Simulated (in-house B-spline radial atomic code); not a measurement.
P. Computed with a B-spline radial atomic code. Model: non-relativistic spherical atom: semilocal Troullier-Martins pseudo-atom, one channel per l, against all electrons, high spin, G0W0 and RPA with empty states to l = 8, local potential for every l without a channel, a model core (radius 0 = none) keeps its share of the functional.

What the tables leave out is listed at the end.

The pseudopotential gives back the lowest level of each angular momentum of its own functional in the configuration it was made in; a second state of the same l is only approximately right. Exact exchange, RPA and GW see the smooth pseudo-orbitals and miss the exchange with the core, for which the functional's share stands in. The column with an uncorrelated core keeps all orbitals and exact exchange, and so separates missing core correlation from pseudisation. Only the three outermost levels and the lowest empty one were computed. RPA here is direct RPA, with no exchange kernel, and its energies carry an (l + 1/2)⁻⁴ tail. A hybrid on a potential with a model core restores only its own semilocal share of the core's exchange.

Command:
```bash
python run_psgw.py task.json out
```
Settings (lengths in bohr, energies in hartree):
```
Z                      15
electrons              15
configuration          [Ne] 3s2 3p3
generated_in           [Ne] 3s2 3p3
functional             pbe,pbe
core_shells            1
radius_factor          1.15
core_correction        True
```

Time taken, with all properties: 26 s on 1 thread of Arm Neoverse N1 (shared host).

Given: made with PBE; model core radius 0.151 bohr; local radius 0.504 bohr; mean-field start PBE.

Valence shells of the generating configuration: 2s, 2p, 3s, 3p.

Channel: s 0.485, p 0.612 (radii in bohr).

Computed: largest level miss in the spin-unpolarised generating configuration 0.1 eV; valence RPA correlation energy all-electron orbitals -0.73094 hartree; all-electron RPA polarisability, core included 23.237 bohr³; pseudo-atom RPA polarisability 23.86 bohr³.

```json
{"level": "3p up", "occupied": "1", "mean-field all-electron (eV)": "-6.2938", "mean-field pseudo minus all (eV)": "0.106", "G0W0 all-electron (eV)": "-10.093", "G0W0 uncorrelated core minus all (eV)": "0.004", "G0W0 pseudo minus all (eV)": "0.169", "exchange self-energy all-electron (eV)": "-16.823", "exchange self-energy pseudo (eV)": "-16.455"}
{"level": "3p down (empty)", "occupied": "0", "mean-field all-electron (eV)": "-3.7374", "mean-field pseudo minus all (eV)": "0.101", "G0W0 all-electron (eV)": "-1.0975", "G0W0 uncorrelated core minus all (eV)": "0.004", "G0W0 pseudo minus all (eV)": "0.097", "exchange self-energy all-electron (eV)": "-3.8341", "exchange self-energy pseudo (eV)": "-3.5809"}
```

**Question.** What is the valence RPA correlation energy pseudo?

**Answer.** -0.70748 hartree.

Given: mean-field start PBE0.

Computed: valence RPA correlation energy all-electron orbitals -0.69643 hartree; valence RPA correlation energy pseudo -0.67394 hartree; pseudo-atom RPA polarisability 20.098 bohr³.

```
          level  occupied  mean-field all-electron (eV)  mean-field pseudo minus all (eV)  G0W0 all-electron (eV)  G0W0 uncorrelated core minus all (eV)  G0W0 pseudo minus all (eV)  exchange self-energy all-electron (eV)  exchange self-energy pseudo (eV)
          3p up         1                       -7.5331                             0.125                 -10.456                                  0.004                       0.174                                 -16.846                           -16.479
        3s down         1                       -13.139                            -0.093                 -16.159                                  0.002                      -0.129                                 -15.349                           -15.134
3p down (empty)         0                        -2.664                             0.093                -0.78832                                  0.003                       0.092                                 -3.5106                           -3.2874
```

**Question.** What is the all-electron RPA polarisability, core included?

**Answer.** 19.574 bohr³.

Among the listed levels the largest G0W0 shift of the pseudo-atom is +0.17 eV, for 3p up on the PBE0 start, while leaving the core uncorrelated moves that level by +0.00 eV. So pseudisation and the lost core exchange, not the missing core correlation, make the error. Not in the tables (levels of low weight, unsolved or above zero; the highest and the empty levels are kept at any weight): on PBE the G0W0 levels 3s down (pseudo minus all -0.11 eV, weights 0.73 and 0.74), 3s up (pseudo minus all -1.90 eV, weights 0.07 and 0.07); on PBE0 the G0W0 levels 3s up (pseudo minus all -0.18 eV, weights 0.26 and 0.33); no Hartree-Fock pseudo-atom is run with a model core.
